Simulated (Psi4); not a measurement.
Cl4Nb, charge +1, singlet, geometry from GFN2-xTB (such geometries of metal compounds can be far from the true shape) (the multiplicity is a formal guess) (core potentials on Nb); R2SCAN/def2-SVP run with Psi4.

Input for Psi4:
```
memory 2 GB

molecule {
1 1
Nb    0.00000000   -0.00000000   -0.00000000
Cl    1.75003973   -0.57248653   -1.12766703
Cl    0.57437860    0.48187250    2.02482121
Cl   -0.91522032    1.72637359   -0.91870495
Cl   -1.40919800   -1.63575957    0.02155077
}

set {
  basis def2-svp
}

energy('r2scan')
print_variables()
```

It wrote (shortened):

```
   => Loading Basis Set <=

    Name: DEF2-SVP
    Role: ORBITAL
    Keyword: BASIS

    !!!  WARNING: ECP capability is in beta. Please check occupations closely.  !!!

         ---------------------------------------------------------
                                   SCF
               by Justin Turney, Rob Parrish, Andy Simmonett
                          and Daniel G. A. Smith
                              RKS Reference
         ---------------------------------------------------------

  ==> Geometry <==

    Molecular point group: c2v
    Full point group: Td

    Geometry (in Angstrom), charge = 1, multiplicity = 1:

       Center              X                  Y                   Z               Mass
    ------------   -----------------  -----------------  -----------------  -----------------
         NB           0.000000000000     0.000000000000     0.000000001536    92.906373000000
         CL           1.762954490627     0.000000000000    -1.246597076885    34.968852682000
         CL           0.000000000000    -1.762954491761     1.246597074845    34.968852682000
         CL          -0.000000000000     1.762954491761     1.246597074845    34.968852682000
         CL          -1.762954490627    -0.000000000000    -1.246597076885    34.968852682000

  Running in c2v symmetry.

  Rotational constants: A =      0.03878  B =      0.03878  C =      0.03878 [cm^-1]
  Rotational constants: A =   1162.50177  B =   1162.50177  C =   1162.50177 [MHz]
  Nuclear repulsion =  476.897020635056833

  Charge       = 1
  Multiplicity = 1
  Electrons    = 80
  Nalpha       = 40
  Nbeta        = 40

  ==> Algorithm <==

  SCF Algorithm Type is DF.
  DIIS enabled.
  MOM disabled.
  Fractional occupation disabled.
  Guess Type is SAD.
  Energy threshold   = 1.00e-06
  Density threshold  = 1.00e-06
  Integral threshold = 1.00e-12

  ==> Primary Basis <==

  Basis Set: DEF2-SVP
    Blend: DEF2-SVP
    Number of shells: 43
    Number of basis functions: 103
    Number of Cartesian functions: 112
    Spherical Harmonics?: true
    Max angular momentum: 3

  Core potential: DEF2-SVP
    Number of shells: 4
    Number of ECP primitives: 14
    Number of ECP core electrons: 28
    Max angular momentum: 3

  ==> DFT Potential <==

   => LibXC <=

    Version 7.1.2
    S. Lehtola, C. Steigemann, M. J. T. Oliveira, and M. A. L. Marques,  SoftwareX 7, 1–5 (2018) (10.1016/j.softx.2017.11.002)

   => Composite Functional: R2SCAN <=

[...]
   @DF-RKS iter   5: -1897.07715266391642   -1.88610e-02   9.43878e-04 ADIIS/DIIS
   @DF-RKS iter   6: -1897.07904164658294   -1.88898e-03   1.38886e-04 ADIIS/DIIS
   @DF-RKS iter   7: -1897.07907227209239   -3.06255e-05   4.67621e-05 DIIS
   @DF-RKS iter   8: -1897.07907568387441   -3.41178e-06   4.79336e-06 DIIS
   @DF-RKS iter   9: -1897.07907572252634   -3.86519e-08   9.37285e-07 DIIS
  Energy and wave function converged.

  ==> Post-Iterations <==

   Electrons on quadrature grid:
      Ntotal   =   79.9999573775 ; deviation = -4.262e-05

    Orbital Energies [Eh]
    ---------------------

    Doubly Occupied:

[...]
      10B2    -0.529740

    Virtual:

[...]
    Final Occupation by Irrep:
             A1    A2    B1    B2
    DOCC [    16,    4,   10,   10 ]
    NA   [    16,    4,   10,   10 ]
    NB   [    16,    4,   10,   10 ]

  @DF-RKS Final Energy: -1897.07907572252634

   => Energetics <=

    Nuclear Repulsion Energy =            476.8970206350568333
    One-Electron Energy =               -3570.1231822900235784
    Two-Electron Energy =                1315.6604601425460714
    DFT Exchange-Correlation Energy =    -119.5133742101057237
    Empirical Dispersion Energy =           0.0000000000000000
    VV10 Nonlocal Energy =                  0.0000000000000000
    Total Energy =                      -1897.0790757225263405

Computation Completed

Properties will be evaluated at   0.000000,   0.000000,   0.000000 [a0]

Properties computed using the SCF density matrix

 Multipole Moments:

 ------------------------------------------------------------------------------------
     Multipole            Electronic (a.u.)      Nuclear  (a.u.)        Total (a.u.)
 ------------------------------------------------------------------------------------

 L = 1.  Multiply by 2.5417464519 to convert [e a0] to [Debye]
 Dipole X            :          0.0000000            0.0000000            0.0000000
 Dipole Y            :          0.0000000           -0.0000000           -0.0000000
 Dipole Z            :         -0.0000085           -0.0000001           -0.0000086
 Magnitude           :                                                    0.0000086

 ------------------------------------------------------------------------------------

  Variable Map:
  ----------------------------------------------------------------------------
[...]
  Array Variable Map:
  ----------------------------------------------------------------------------
[...]
[...]
```
